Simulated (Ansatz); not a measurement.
Start from `C[SiH2][CH2][AlH][SH]` and change one atom or group to get `C#CC[SiH2]C`.

Ansatz, PBE0-D4/def2-TZVP geometries, multiplicity 1. Each molecule was computed in one conformer, which needn't be the lowest.

```csv
property,`C[SiH2][CH2][AlH][SH]`
HOMO–LUMO gap (ωB97M-V/def2-TZVPP) / eV,10.44
HOMO energy (ωB97M-V/def2-TZVPP) / eV,-9.87
HOMO–LUMO gap (PBE0/def2-TZVPP) / eV,6.64
HOMO energy (PBE/def2-TZVPP) / eV,-6.50
size of the dipole moment (PBE/def2-TZVPP) / D,1.49
HOMO–LUMO gap (B3LYP/def2-TZVPP) / eV,6.19
```

(1) Give the same properties after the change, and the shifts. (Best estimate.)

Answers

(1) Ansatz gave: 
| property | `C#CC[SiH2]C` | shift |
| --- | --- | --- |
| HOMO–LUMO gap (ωB97M-V/def2-TZVPP) / eV | 11.92 | 1.48 |
| HOMO energy (ωB97M-V/def2-TZVPP) / eV | -9.58 | 0.29 |
| HOMO–LUMO gap (PBE0/def2-TZVPP) / eV | 8.19 | 1.55 |
| HOMO energy (PBE/def2-TZVPP) / eV | -6.20 | 0.30 |
| size of the dipole moment (PBE/def2-TZVPP) / D | 0.77 | -0.72 |
| HOMO–LUMO gap (B3LYP/def2-TZVPP) / eV | 7.72 | 1.53 |

With PBE0 the HOMO rises by 0.31 eV and the LUMO rises by 1.86 eV, so the gap widens by about 1.55 eV. PBE moves the HOMO by 0.30 eV and ωB97M-V by 0.29 eV. Dipoles are sizes alone; their direction can turn.

B3LYP here is the variant with VWN-RPA as its local correlation; programs differ in this.
